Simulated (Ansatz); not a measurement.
Molecule: WF3, net charge 0, quartet state. The spin state was set by rule; other spins were not relaxed. SMILES: [F][W]([F])[F]
Geometry: optimised at B3LYP-D3(BJ)/def2-TZVP (Ansatz, a first-principles code).

Quantity: vertical electron affinity (to the triplet state of charge -1; a negative value means that the extra electron is unbound and the number depends on the basis; each state is the SCF solution reached for its spin; the molecule has degenerate orbitals, so one determinant may break the symmetry; the UHF <S^2> is 2.17 for the triplet (pure: 2.00)), in eV. Cores are frozen in the correlated levels unless marked. Open shells are spin-unrestricted. Spin-orbit coupling is left out. Frozen are the shells of the preceding noble gas and the d and f shells that filled before the atom's block. In def2 rows, elements after Kr have scalar-relativistic effective core potentials. Anions need diffuse functions: def2-D sets add few. CBS(X,Y): correlation extrapolated as X^-3; Hartree-Fock from the larger set.

```
level                                program  vertical electron affinity (eV)
-----------------------------------  -------  -------------------------------
HF/def2-SVPD                          Ansatz                            -0.25
BHLYP/def2-TZVPD                      Ansatz                             1.01
wB97M-V/def2-TZVPD                    Ansatz                             1.08
wB97X/def2-TZVPD                      Ansatz                             1.31
B2PLYP/def2-TZVPD                     Ansatz                             1.09
MP2/def2-SVPD                         Ansatz                             0.77
RI-MP2/CBS(def2-TZVPPD,def2-QZVPPD)   Ansatz                             0.82
SCS-MP2/def2-SVPD                     Ansatz                             0.86
CCSD(T)/def2-SVPD                     Ansatz                             0.99
```
